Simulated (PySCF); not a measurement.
Compound: C5H11N3Si.
Structure used (PBE0-D3(BJ)/def2-SVP), in Å, numbered top down from 1:
```
atom  x, y, z in Å
C1     2.2070   -1.4066    0.5899
C2     1.8012   -0.1641   -0.1187
N3     2.6165    0.6629   -0.7433
C4     1.7850    1.6204   -1.2206
N5     0.5154    1.4401   -0.9309
N6     0.5212    0.2874   -0.2174
Si7   -1.0835   -0.2951    0.3502
C8    -1.8174    1.0514    1.4089
C9    -2.1019   -0.6876   -1.1605
H10    3.2950   -1.5114    0.5040
H11    1.7313   -2.2985    0.1544
H12    1.9386   -1.3736    1.6567
H13    2.1271    2.4787   -1.7992
H14   -0.7722   -1.5219    1.1421
H15   -1.8576    1.9843    0.8260
H16   -2.8358    0.7961    1.7398
H17   -1.1966    1.2310    2.2996
H18   -2.1765    0.2113   -1.7914
H19   -1.6322   -1.4858   -1.7549
H20   -3.1182   -1.0105   -0.8867
```

Computed with TDDFT CAM-B3LYP/def2-SVPD, vertical, gas phase, core orbitals frozen in the response in PySCF.

Computed states:

```csv
state,E (eV),f
S1,6.36,0.0028
S2,6.73,0.175
S3,7.17,0.054
S4,7.23,0.0015
S5,7.39,0.0005
S6,7.77,0.0013
S7,7.80,0.010
S8,7.97,0.058
S9,8.00,0.035
S10,8.04,0.0036
```

Broadening: Gaussians 0.3 eV wide at half height, area fixed by f = 4.319×10⁻⁹ ∫ε dν̃. The width is an assumption, not a result. The curve ends short of the highest state used, and states not computed would add to its high-energy end.

Question: What does the envelope look like, and where are its maxima?

Answer: 
(λ (nm), ε (L mol⁻¹ cm⁻¹)): (166.6, 581), (168.1, 1408), (169.6, 2744), (171.1, 4164), (172.6, 4956), (174.1, 4751), (175.5, 4053), (177.0, 3776), (178.5, 4997), (180.0, 8004), (181.5, 11923), (183.0, 15005), (184.4, 15740), (185.9, 13904), (187.4, 10331), (188.9, 6533), (190.4, 3585), (191.9, 1778), (193.3, 907), (194.8, 486), (196.3, 305), (197.8, 207), (199.3, 138), (200.8, 84), (202.2, 48), (203.7, 23), (205.2, 10), (206.7, 4), (208.2, 1), (209.7, 0)

Maxima: 184 nm (6.73 eV), ε about 16000, made up of S2 (100%); 173 nm (7.17 eV), ε about 5000, made up of S3 (96%) (ε in L mol⁻¹ cm⁻¹; maxima over ε = 5, shares over 10%).

Question: Coming from long wavelengths, where does ε first pass 100 L mol⁻¹ cm⁻¹?

Answer: At about 200 nm (6.19 eV), 0.17 eV below S1.

Question: What would ε be at 6.73 eV, the highest of these maxima, with half the width (0.15 eV)?

Answer: About 31500 L mol⁻¹ cm⁻¹ against 15800, a factor of about 1.99; a lone state at its own centre would give exactly 2.

Question: On this curve, what absorbance would a 10⁻⁴ mol/L sample give at 193 nm over a 1 cm path?

Answer: 193 nm is 6.424 eV, where ε is about 1000 L mol⁻¹ cm⁻¹, so A = ε c l ≈ 0.1 (Beer–Lambert, with the gas-phase spectrum and the assumed width).

The vertical ionisation energy (ΔSCF) is 9.37 eV, 1.33 eV above S10.

One conformer stands for the species.
